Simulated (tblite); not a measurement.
Isomers of C8H9NS. Computed values, GFN2-xTB/tblite, gas phase, harmonic and unscaled. The method is semi-empirical: single wavenumbers can be off by several per cent or more. One conformer each.

Electronic energies: GFN2-xTB at the same geometries; isomer energies are rough at this level and their order can be wrong.

```tsv
SMILES	electronic energy, lowest = 0 (kJ/mol)
CCCc1ccc(C#N)s1	115.6
[H]/N=C\c1ccccc1SC	133.0
CCc1csc2cc[nH]c12	0.0
```

Problem. How do GFN2-xTB zero-point energies change the relative energies?

Solution. 
| SMILES | ZPE (kJ/mol) | of it from modes above 1550 cm⁻¹ | electronic (kJ/mol) | with ZPE, lowest = 0 (kJ/mol) | lowest mode (cm⁻¹) | rings |
| --- | --- | --- | --- | --- | --- | --- |
| CCc1csc2cc[nH]c12 | 393.1 | 177.1 | 0.0 | 0.0 | 52 | 2 |
| CCCc1ccc(C#N)s1 | 387.9 | 186.6 | 115.6 | 110.4 | 27 | 1 |
| [H]/N=C\c1ccccc1SC | 384.0 | 195.1 | 133.0 | 123.9 | 62 | 1 |

The zero-point energies span 9.1 kJ/mol, from `[H]/N=C\c1ccccc1SC` to `CCc1csc2cc[nH]c12`. The order is unchanged.

Problem. What do entropy and thermal enthalpy add at 298.15 K and 1 bar (rigid rotor, harmonic oscillator, one conformer each)?

Solution. 
```csv
SMILES,point group,symmetry number,S (J/(mol K)),H − H(0) (kJ/mol),ZPE + H − H(0) − TS (kJ/mol)
CCc1csc2cc[nH]c12,C1,1,395.3,26.70,301.9
CCCc1ccc(C#N)s1,C1,1,427.6,29.65,290.1
[H]/N=C\c1ccccc1SC,C1,1,417.2,29.35,289.0
```
